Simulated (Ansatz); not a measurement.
AlH4NOSi. Total charge 0; spin multiplicity 1.

```json
{"atom": "N1", "x (Å)": "-0.150", "y (Å)": "-0.803", "z (Å)": "-0.609"}
{"atom": "Al2", "x (Å)": "-1.330", "y (Å)": "-0.141", "z (Å)": "0.554"}
{"atom": "O3", "x (Å)": "-0.153", "y (Å)": "1.061", "z (Å)": "0.984"}
{"atom": "Si4", "x (Å)": "0.948", "y (Å)": "0.447", "z (Å)": "-0.100"}
{"atom": "H5", "x (Å)": "-0.039", "y (Å)": "-1.533", "z (Å)": "-1.288"}
{"atom": "H6", "x (Å)": "-2.788", "y (Å)": "-0.421", "z (Å)": "1.055"}
{"atom": "H7", "x (Å)": "1.321", "y (Å)": "1.427", "z (Å)": "-1.155"}
{"atom": "H8", "x (Å)": "2.191", "y (Å)": "-0.037", "z (Å)": "0.560"}
```

(1) List the harmonic frequencies (cm⁻¹, unscaled) at PBE0-D4/def2-TZVP in Ansatz. (Best estimate.)

(2) Is this a minimum?

(3) Give the ideal-gas thermochemistry at 298.15 K and 1 bar (rigid rotor, harmonic oscillator; point group Cs, symmetry number 1).

(4) And at 400, 500, 600, 800 and 1000 K?

Results:

(1) The calculation gave: 225, 439, 491, 522, 562, 640, 673, 694, 772, 838, 871, 919, 964, 1016, 2003, 2206, 2215, 3705.

(2) Yes, all 18 modes are real.

(3) Zero-point energy 118.2 kJ/mol; H(298) − E = 133.7 kJ/mol; entropy 297.0 J/(mol·K), of which translation 164.9, rotation 105.0, vibration 27.1; G(298) − E = 45.1 kJ/mol.

(4) 
```tsv
T (K)	H − E (kJ/mol)	S (J/mol/K)	G − E (kJ/mol)
400	143.5	325.1	13.4
500	154.8	350.2	-20.3
600	167.2	372.9	-56.5
800	194.7	412.3	-135.2
1000	224.4	445.4	-221.0
```
